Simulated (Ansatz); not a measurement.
Job for Ansatz (a first-principles code): R-PBE/def2-TZVPP on C2H6FIn (SMILES C[CH2][InH][F]), a point of a torsion scan. Elements past Kr take the def2 small-core potentials; no spin–orbit coupling.

Ansatz 0.2 input:
```yaml
crystal:
  periodic: [false, false, false]
  atoms:
    - {symbol: C, position_ang: [-0.94952414, 0.22371390, -0.62152689]}
    - {symbol: C, position_ang: [-0.64806275, -0.12037076, 0.82495804]}
    - {symbol: In, position_ang: [1.55285971, -0.16911646, 1.31272598]}
    - {symbol: F, position_ang: [2.03336840, -1.97703646, 1.95426063]}
    - {symbol: H, position_ang: [-0.48456236, -0.49188639, -1.30025784]}
    - {symbol: H, position_ang: [-2.02822397, 0.20057868, -0.78838174]}
    - {symbol: H, position_ang: [-0.59331973, 1.22274497, -0.87344799]}
    - {symbol: H, position_ang: [-1.13010859, 0.57470282, 1.51146902]}
    - {symbol: H, position_ang: [-0.93741905, -1.14345564, 1.07216851]}
    - {symbol: H, position_ang: [3.02028533, 0.76804045, 1.30156521]}
basis:
  gaussian:
    orbitals: def2-TZVPP
hamiltonian:
  xc: {name: PBE}
scf: {lower_state_search: off}
```

The log:

```
WARN ansatz: RAYON_NUM_THREADS=1 ignored (pool sized by the plan → 1); use --threads N
Functional definition: PBE
these checks for a lower state are left out or cut short: stability, starts, cluster_reference, orbital_swaps, neighbouring_geometries, increment
integrals: 0.13 GiB planned
1258 factors; their error is unknown
mean field: 0.98 GiB planned
mean field evaluation 1: about -10042.0014 eV, gradient 8.9e1 eV
mean field evaluation 2: about -9932.2700 eV, gradient 2.1e2 eV
mean field evaluation 4: about -10058.4156 eV, gradient 2.5e1 eV
mean field evaluation 8: about -10059.5369 eV, gradient 1.8e-1 eV
mean field evaluation 16: about -10059.5107 eV, gradient 3.4e-4 eV
mean field -10059.51065790 eV, -369.6801980966 hartree, gradient 2.2e-6 eV, S^2 0.000000; 0 other end points of the search recorded, 0 dependent functions left out
reference -10059.51072236 eV, -369.6802004656 hartree; 24, 24 occupied and 203, 203 virtual orbitals, 1258 factors
Total energy: -10059.51072236 eV, -369.6802004656 hartree
Checks for a lower state left out: stability, starts, cluster_reference, orbital_swaps, neighbouring_geometries, increment
```

The run converged.

Cost: roughly 2.9 core-seconds.
